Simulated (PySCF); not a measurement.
These compounds are isomers of formula C5H12N2Si.

A. SMILES N1=CCCN1[SiH](C)C
B. SMILES CC1=NN([SiH3])C[C@H]1C
C. `[Si@@]1(C)(N)NCC12CC2`

Spectrum 1. $^{1}$H NMR (400 MHz, computed): δ 6.21 (t, 1H), 5.10 (sept, 1H), 3.47 (m, 2H), 2.87 (m, 2H), 0.30 (d, 6H). $^{13}$C{$^{1}$H} NMR (computed): δ 135.7 (CH), 46.8 (CH2), 36.1 (CH2), -2.2 (CH3).

Spectrum 2. $^{1}$H NMR (400 MHz, computed): δ 3.40 (m, 1H), 3.30 (m, 1H), 1.04 (br s, 2H), 0.93 (br s, 1H), 0.72 (m, 1H), 0.56 (m, 1H), 0.46 (m, 1H), 0.42 (m, 1H), 0.06 (s, 3H). $^{13}$C{$^{1}$H} NMR (computed): δ 54.5 (CH2), 18.2 (C), 10.8 (CH2), 10.1 (CH2), -2.3 (CH3).

Spectrum 3. $^{1}$H NMR (400 MHz, computed): δ 4.83 (s, 3H), 3.84 (m, 1H), 3.05 (m, 1H), 2.95 (m, 1H), 1.98 (s, 3H), 1.18 (d, 3H). $^{13}$C{$^{1}$H} NMR (computed): δ 149.3 (C), 58.2 (CH2), 47.7 (CH), 21.9 (CH3), 15.7 (CH3).

Computed data (PySCF): geometry from GFN2-xTB, shieldings: GIAO PBE0/pcSseg-1. Equivalent nuclei averaged, no relativistic terms, one conformer, no solvent.

δ = σ(ref) − σ, references computed at the same level: TMS for $^{1}$H (σ = 31.72 ppm), $^{13}$C (σ = 186.93 ppm). Where no couplings were computed, multiplicities follow the n + 1 count of equivalent neighbours, and m marks all less simple cases (inequivalent or close neighbours, rings, F or P nearby). Shifts are as computed. Against solution values, carbons near 30 ppm lie about +3 ppm off and those near 130 ppm about +5 ppm. Of 1211 compounds with measured shifts, 218 miss one by over three times the rms of a fit or turn the order of signals round; such compounds aren't used in these exercises. OH and NH positions are gas-phase values without hydrogen bonding to other molecules.

Match each spectrum to its structure.

## Answers

1–A, 2–C, 3–B.

- Spectrum 1 (A): 4 $^{13}$C signals; δC 46.8 is an sp3 CH2 bonded to N; δC 36.1 is an sp3 CH2 in a ring.
- Spectrum 2 (C): 5 $^{13}$C signals; δC 54.5 is an sp3 CH2 bonded to N; δC 18.2 is a three-membered-ring carbon.
- Spectrum 3 (B): 5 $^{13}$C signals; δC 58.2 is an sp3 CH2 bonded to N; δC 47.7 is an sp3 CH in a ring.
